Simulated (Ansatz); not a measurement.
Computed with Ansatz on PBE0-D4/def2-TZVP structures; ΔE is electronic, products minus reactants. CBS: MP2 limit from def2 TZ/QZ plus the TZ coupled-cluster correction, frozen cores. This one scheme is used for every species. Functionals use def2-TZVPP. B3LYP here is the variant with VWN-RPA as its local correlation; programs differ in this. One conformer a species, not always the lowest.

Consider the cleavage of the B–Si bond: `FC[SiH2]BS` + H₂S → `SBS` + `FC[SiH3]`.

```tsv
level	ΔE (kJ/mol)	difference from CCSD(T)/CBS
PBE-D4	-84.2	1.5
ωB97X-V	-86.3	-0.6
ωB97M-V	-88.7	-3.0
B2PLYP	-91.6	-5.9
PBE	-86.5	-0.8
PBE0	-87.6	-1.9
B3LYP	-90.3	-4.6
HF/def2-TZVPP	-93.6	-7.9
SCS-MP2/def2-TZVPP	-92.8	-7.1
CCSD/def2-TZVPP	-85.5	0.2
HF/def2-QZVPP	-93.4	-7.7
MP2/def2-QZVPP	-94.3	-8.6
SCS-MP2/def2-QZVPP	-92.7	-7.0
HF/CBS(def2)	-93.3	-7.6
MP2/CBS(def2)	-94.4	-8.7
CCSD/CBS(def2)	-85.4	0.3
CCSD(T)/CBS	-85.7	0
```

Largest T1 diagnostic among the species: 0.014.

The D4 term adds +3.3 kJ/mol with B3LYP and +2.3 kJ/mol with PBE0; it sums over pairs of atoms, weighted by their polarisabilities, and B3LYP, whose exchange is more repulsive, gets the larger term.
